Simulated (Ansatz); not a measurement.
`[CH3][Zr]([CH3])([Cl])[Cl]` and `C[O][Zr]([CH3])([Cl])[Cl]` differ in one atom or group.

Ansatz, PBE0-D4/def2-TZVP geometries, multiplicity 1. Each molecule was computed in one conformer, which needn't be the lowest.

Elements past krypton have def2 core potentials.

| property | `[CH3][Zr]([CH3])([Cl])[Cl]` |
| --- | --- |
| HOMO energy (B3LYP/def2-TZVPP) / eV | -7.92 |
| LUMO energy (PBE0/def2-TZVPP) / eV | -1.85 |
| zero-point energy (PBE0-D4/def2-TZVP) / kJ/mol | 184.0 |
| LUMO energy (PBE/def2-TZVPP) / eV | -2.75 |
| HOMO energy (PBE/def2-TZVPP) / eV | -6.81 |
| HOMO–LUMO gap (PBE/def2-TZVPP) / eV | 4.05 |

(1) Give the same properties after the change, and the shifts. (Best estimate.)

Answers

(1) Ansatz gave: 
| property | `C[O][Zr]([CH3])([Cl])[Cl]` | shift |
| --- | --- | --- |
| HOMO energy (B3LYP/def2-TZVPP) / eV | -7.74 | 0.18 |
| LUMO energy (PBE0/def2-TZVPP) / eV | -1.46 | 0.39 |
| zero-point energy (PBE0-D4/def2-TZVP) / kJ/mol | 205.4 | 21.4 |
| LUMO energy (PBE/def2-TZVPP) / eV | -2.32 | 0.43 |
| HOMO energy (PBE/def2-TZVPP) / eV | -6.63 | 0.18 |
| HOMO–LUMO gap (PBE/def2-TZVPP) / eV | 4.31 | 0.26 |

With PBE0 the HOMO rises by 0.18 eV and the LUMO rises by 0.39 eV, so the gap widens by about 0.21 eV. PBE moves the HOMO by 0.18 eV and ωB97M-V by 0.19 eV. The zero-point energy changes by 21.4 kJ/mol with +3 modes.

Positive LUMOs are unbound, so they and the gaps depend on the basis.

B3LYP here is the variant with VWN-RPA as its local correlation; programs differ in this.
